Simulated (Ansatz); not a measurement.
One change: `N[Si](N)(F)[SiH3]` becomes `N[Si](N)(O)[SiH3]`.

Ansatz, PBE0-D4/def2-TZVP geometries, multiplicity 1. Each molecule was computed in one conformer, which needn't be the lowest.

```json
{"property": "HOMO energy (B3LYP/def2-TZVPP) / eV", "`N[Si](N)(F)[SiH3]`": "-7.12"}
{"property": "LUMO energy (ωB97M-V/def2-TZVPP) / eV", "`N[Si](N)(F)[SiH3]`": "2.06"}
{"property": "size of the dipole moment (PBE/def2-TZVPP) / D", "`N[Si](N)(F)[SiH3]`": "2.02"}
{"property": "HOMO–LUMO gap (B3LYP/def2-TZVPP) / eV", "`N[Si](N)(F)[SiH3]`": "7.30"}
{"property": "HOMO–LUMO gap (PBE/def2-TZVPP) / eV", "`N[Si](N)(F)[SiH3]`": "5.59"}
{"property": "LUMO energy (PBE/def2-TZVPP) / eV", "`N[Si](N)(F)[SiH3]`": "-0.44"}
```

Task: What does the change do to each property? (Estimate.)

Result: Ansatz gave: 
| property | `N[Si](N)(O)[SiH3]` | shift |
| --- | --- | --- |
| HOMO energy (B3LYP/def2-TZVPP) / eV | -6.95 | 0.17 |
| LUMO energy (ωB97M-V/def2-TZVPP) / eV | 2.07 | 0.01 |
| size of the dipole moment (PBE/def2-TZVPP) / D | 2.50 | 0.48 |
| HOMO–LUMO gap (B3LYP/def2-TZVPP) / eV | 7.28 | -0.02 |
| HOMO–LUMO gap (PBE/def2-TZVPP) / eV | 5.61 | 0.02 |
| LUMO energy (PBE/def2-TZVPP) / eV | -0.27 | 0.17 |

Dipoles are sizes alone; their direction can turn.

B3LYP here is the variant with VWN-RPA as its local correlation; programs differ in this.
